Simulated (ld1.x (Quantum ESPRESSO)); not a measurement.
## Pseudopotential generation for Cd: PAW, PBEsol, scalar-relativistic.

Cd (Z = 48), PAW, made with ld1.x (Quantum ESPRESSO) 7.5 (PBEsol, scalar-relativistic). Core [Kr], reference 4d10 5s1.5 5p0.5. Waves: 5s (bound): rcut 1.85, rcutus 2.35 bohr; 5s channel at -0.15 Ry: rcut 1.85, rcutus 2.35 bohr; 5p (bound): rcut 3.40, rcutus 3.75 bohr; 5p channel at 4.1 Ry: rcut 3.40, rcutus 3.75 bohr; 4d (bound): rcut 1.45, rcutus 1.65 bohr; 4d channel at -0.35 Ry: rcut 1.45, rcutus 1.65 bohr. Local part: all-electron potential smoothed inside 1.25 bohr (lloc = -1). Core correction: a·sin(br)/r model core, default radius (ld1.x builds one for every PAW set, though the input has nlcc=.false.). Augmentation charge: PSQ, radius 1.60 bohr.

All-electron outer shells of the reference configuration (PBEsol, scalar-relativistic, ld1.x):

```
shell  level (eV)  outermost node (bohr)  outermost maximum (bohr)
   4s     -106.85                   0.43                      0.79
   4p      -67.94                   0.43                      0.84
   4d      -12.74                   0.42                      0.98
   5s       -6.38                   1.06                      2.32
   5p       -1.64                   1.19                      3.21
```

Results:

| Item | Value |
| --- | --- |
| Ghost test | ghost state, extra bound levels that the all-electron valence spectrum of the same l lacks: s at -364.9 eV (p not tested); a true bound ghost makes a file unfit for plane-wave use (spherical-Bessel basis up to 400 Ry, 20 bohr box) |
| Configuration tests | 1 of 7 tests not solved or not reliable; not counted: 4d9 5s0 5p0 (pseudo-atom not self-consistent, printed error +1.1 eV) |
| Lowest eigenvalue of the overlap operator | -0.02 (p channel); it is negative, so in a basis up to 400 Ry S is not positive definite and the file is unfit for use |
| Density cutoff estimated by the generator | 171 Ry |

Note: ghost state, extra bound levels that the all-electron valence spectrum of the same l lacks: s at -364.9 eV (p not tested). A true bound ghost makes a file unfit for plane-wave use. Its overlap operator is not positive definite in a basis up to 400 Ry (lowest eigenvalue p -0.02), so the file is unfit for use: the generalised eigenproblem breaks down once the basis is large enough, and its test numbers describe a broken file.

Generation and tests took about 3.2 s on one core of a shared server CPU.
